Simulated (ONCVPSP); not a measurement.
Logarithmic derivatives: magnesium (Mg), ONCV

```
Element                 : Mg
Generator               : ONCVPSP 4.0.1
Type                    : optimised norm-conserving Vanderbilt (ONCV)
Functional              : PBE
Relativity              : scalar-relativistic
Frozen core             : [He]
Valence charge          : 10
Reference configuration : 2s2 2p6 3s1.75 3p0.25
Partial waves           : 2s+3s: rc 1.40 bohr, ncon 4, nbas 6, qcut 9.9 1/bohr, 3 projectors, debl 2.6 Ha; 2p+3p: rc 1.15 bohr, ncon 3, nbas 7, qcut 12.6 1/bohr, 2 projectors; d scattering state at 0.22 Ha: rc 1.35 bohr, ncon 4, nbas 8, qcut 7.3 1/bohr, 2 projectors, debl 0.7 Ha
Local potential         : polynomial inside 1.05 bohr (lpopt 1, dvloc0 -1 Ha)
Core correction         : polynomial model core, fcfact 0.5
```

The phase is arctan(r·R′/R) of the radial function R(r), unwrapped; energies in Ha, scanned from -4 to 5 Ha. A pole is an energy at which the radial function vanishes at the test radius. The pseudo phase is shifted by a multiple of π to meet the all-electron one at the reference energy, and phase errors are pseudo minus all-electron; the curves can meet again beyond the range given. Levels narrower than the energy grid can be missing from the lists of poles.

| channel | radius (bohr) | reference energy (Ha) | poles, all-electron | poles, pseudo | unbroken range about the reference energy with phases within 0.05 rad | phase error 1 Ha above the reference energy (rad) |
| --- | --- | --- | --- | --- | --- | --- |
| s | 1.42 | -0.18 | -2.69 | -2.69 | the whole range | +0.000 |
| p | 1.17 | -0.06 | -1.00 | -1.00 | the whole range | +0.000 |
| d | 1.37 | 0.22 | none | none | the whole range | +0.000 |

Phases in the d channel:

```json
{"E (Ha)": "-3.98", "all-electron": "1.261", "pseudo": "1.261"}
{"E (Ha)": "-3.74", "all-electron": "1.251", "pseudo": "1.251"}
{"E (Ha)": "-3.50", "all-electron": "1.240", "pseudo": "1.240"}
{"E (Ha)": "-3.26", "all-electron": "1.227", "pseudo": "1.227"}
{"E (Ha)": "-3.02", "all-electron": "1.214", "pseudo": "1.214"}
{"E (Ha)": "-2.78", "all-electron": "1.198", "pseudo": "1.198"}
{"E (Ha)": "-2.54", "all-electron": "1.182", "pseudo": "1.182"}
{"E (Ha)": "-2.30", "all-electron": "1.163", "pseudo": "1.163"}
{"E (Ha)": "-2.06", "all-electron": "1.141", "pseudo": "1.141"}
{"E (Ha)": "-1.82", "all-electron": "1.116", "pseudo": "1.116"}
{"E (Ha)": "-1.58", "all-electron": "1.087", "pseudo": "1.087"}
{"E (Ha)": "-1.34", "all-electron": "1.054", "pseudo": "1.054"}
{"E (Ha)": "-1.10", "all-electron": "1.015", "pseudo": "1.015"}
{"E (Ha)": "-0.86", "all-electron": "0.967", "pseudo": "0.967"}
{"E (Ha)": "-0.62", "all-electron": "0.910", "pseudo": "0.910"}
{"E (Ha)": "-0.38", "all-electron": "0.839", "pseudo": "0.839"}
{"E (Ha)": "-0.14", "all-electron": "0.749", "pseudo": "0.749"}
{"E (Ha)": "0.10", "all-electron": "0.636", "pseudo": "0.636"}
{"E (Ha)": "0.34", "all-electron": "0.491", "pseudo": "0.491"}
{"E (Ha)": "0.58", "all-electron": "0.307", "pseudo": "0.307"}
{"E (Ha)": "0.82", "all-electron": "0.084", "pseudo": "0.084"}
{"E (Ha)": "1.06", "all-electron": "-0.165", "pseudo": "-0.165"}
{"E (Ha)": "1.30", "all-electron": "-0.414", "pseudo": "-0.414"}
{"E (Ha)": "1.54", "all-electron": "-0.635", "pseudo": "-0.635"}
{"E (Ha)": "1.78", "all-electron": "-0.817", "pseudo": "-0.817"}
{"E (Ha)": "2.02", "all-electron": "-0.961", "pseudo": "-0.961"}
{"E (Ha)": "2.26", "all-electron": "-1.074", "pseudo": "-1.074"}
{"E (Ha)": "2.50", "all-electron": "-1.164", "pseudo": "-1.164"}
{"E (Ha)": "2.74", "all-electron": "-1.236", "pseudo": "-1.236"}
{"E (Ha)": "2.98", "all-electron": "-1.295", "pseudo": "-1.295"}
{"E (Ha)": "3.22", "all-electron": "-1.345", "pseudo": "-1.345"}
{"E (Ha)": "3.46", "all-electron": "-1.387", "pseudo": "-1.387"}
{"E (Ha)": "3.70", "all-electron": "-1.423", "pseudo": "-1.423"}
{"E (Ha)": "3.94", "all-electron": "-1.456", "pseudo": "-1.456"}
{"E (Ha)": "4.18", "all-electron": "-1.485", "pseudo": "-1.485"}
{"E (Ha)": "4.42", "all-electron": "-1.511", "pseudo": "-1.511"}
{"E (Ha)": "4.66", "all-electron": "-1.536", "pseudo": "-1.536"}
{"E (Ha)": "4.90", "all-electron": "-1.560", "pseudo": "-1.560"}
```
